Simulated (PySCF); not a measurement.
Input for PySCF: R-M06-2X/def2-TZVPPD on C2H5ClO (a complex).

```python
from pyscf import gto, dft

mol = gto.M(
    atom='''
    C     0.97991207    0.48506851   -0.20187749
    Cl    1.16564603   -1.25024077    0.23434280
    H     0.16697988    0.56429505   -0.91666942
    H     0.75548025    1.03590559    0.70651581
    H     1.91430297    0.82080869   -0.64034747
    C     0.58567361   -0.39534872    3.23157919
    O     0.43411272    0.78530661    3.06393987
    H    -0.25737959   -1.10806007    3.17945225
    H     1.57543086   -0.83374802    3.45428931
    ''',
    basis='def2-tzvppd',
    charge=0, spin=0, verbose=4, max_memory=1800)
mf = dft.RKS(mol, xc='m062x').density_fit(auxbasis='def2-universal-jkfit')
mf.grids.level = 4
mf.conv_tol = 1e-9
mf.max_cycle = 150
mf.kernel()
mf.dip_moment()
```

### Question
Predict the final total energy.

### Answer
-614.6065 hartree.
